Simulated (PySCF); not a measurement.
## Working out the ionisation energy of Ni

Ni [Ar] 3d8 4s2 (3F) → Ni⁺ [Ar] 3d9 (2D). Computed with PySCF 2.14 in ANO-RCC-VTZP (6s5p3d2f1g, 59 functions), with scalar relativity by spin-free X2C-1e. Frozen: [Ne]. Energies in hartree (1 hartree = 27.21139 eV):

| part | Ni (lower) | Ni⁺ (upper) |
| --- | --- | --- |
| UHF | -1519.099303 | -1518.796668 |
| CCSD correlation | -0.651017 | -0.673949 |
| (T) | -0.016759 | -0.017497 |

Problem. What does Hartree-Fock give?

Solution. (-1518.796668) − (-1519.099303) = 0.302635 hartree = 8.235 eV.

Problem. What do CCSD and CCSD(T) give?

Solution. The CCSD correlation energies differ by -0.022932 hartree = -0.624 eV and the triples by -0.000738 hartree = -0.020 eV, so CCSD gives 7.611 eV and CCSD(T) 7.591 eV.

A first-order spin-orbit estimate adds 0.052 eV to CCSD(T) (valence and next inner shell), giving 7.643 eV against 7.640 eV (measured; NIST Atomic Spectra Database, ionization energies).

What remains against the reference includes basis incompleteness, the frozen core and higher excitations.
